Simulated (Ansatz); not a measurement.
TiAl₉ (the lowest doublet isomer of a short search) was relaxed with PBE-D4 (def2-SVP) in Ansatz in these states: charge +1 singlet, neutral doublet, neutral quartet. The geometries follow in no particular order.

A:

```csv
atom,x (Å),y (Å),z (Å)
Ti1,-0.609,1.241,1.882
Al2,-2.452,-0.636,1.063
Al3,1.962,0.930,1.020
Al4,0.575,0.407,-1.304
Al5,2.673,-1.119,-0.402
Al6,0.314,2.845,0.047
Al7,-1.557,-1.324,-1.357
Al8,-1.772,1.264,-0.617
Al9,0.152,-1.079,0.927
Al10,0.713,-2.529,-1.259
```

B:

```
atom    x (Å)    y (Å)    z (Å)
 Ti1  -2.2201   0.9887   0.3260
 Al2  -0.2520   2.4132   1.5374
 Al3  -1.4417  -0.6289  -1.8848
 Al4   0.6003  -1.5862   0.1473
 Al5   1.0584  -1.0594  -2.4715
 Al6  -2.0846  -1.5908   0.4558
 Al7   1.9197   0.6291   1.4707
 Al8  -0.5284  -0.1563   1.9855
 Al9   0.1952   0.9769  -0.6613
Al10   2.7532   0.0136  -0.9051
```

C:

```tsv
atom	x (Å)	y (Å)	z (Å)
Ti1	-1.586	0.227	-2.226
Al2	0.391	-1.416	-2.470
Al3	-1.747	1.243	1.853
Al4	0.995	0.953	0.942
Al5	-0.241	-0.461	2.935
Al6	-1.222	2.146	-0.437
Al7	2.096	-1.038	-0.591
Al8	0.831	1.101	-1.638
Al9	-0.824	-0.798	-0.011
Al10	1.309	-1.956	1.643
```

**Question.** Judge from the bond lengths which geometry belongs to which state (an estimate).

**Answer.** A is the neutral quartet (Ti1–Al3 2.729 Å, Al3–Al9 2.706 Å, Al9–Al10 2.683 Å); B is the neutral doublet (Ti1–Al3 2.848 Å, Al3–Al9 2.599 Å, Al9–Al10 2.744 Å); C is the charge +1 singlet (Ti1–Al3 4.207 Å, Al3–Al9 2.913 Å, Al9–Al10 2.937 Å).

At PBE-D4/def2-SVP the charge 0 quartet is spin-contaminated (final ⟨S²⟩ up to 3.90, 3.75 for a pure state). At PBE-D4/def2-SVP the charge 0 doublet is spin-contaminated (final ⟨S²⟩ up to 0.93, 0.75 for a pure state). A triplet lies near this restricted singlet, and broken spin symmetry wasn't tried. At PBE0-D4/def2-TZVP a doublet lies 0.12 eV below the neutral quartet. These are the stationary points nearest to one start from a short search; other shapes may lie lower in each state.
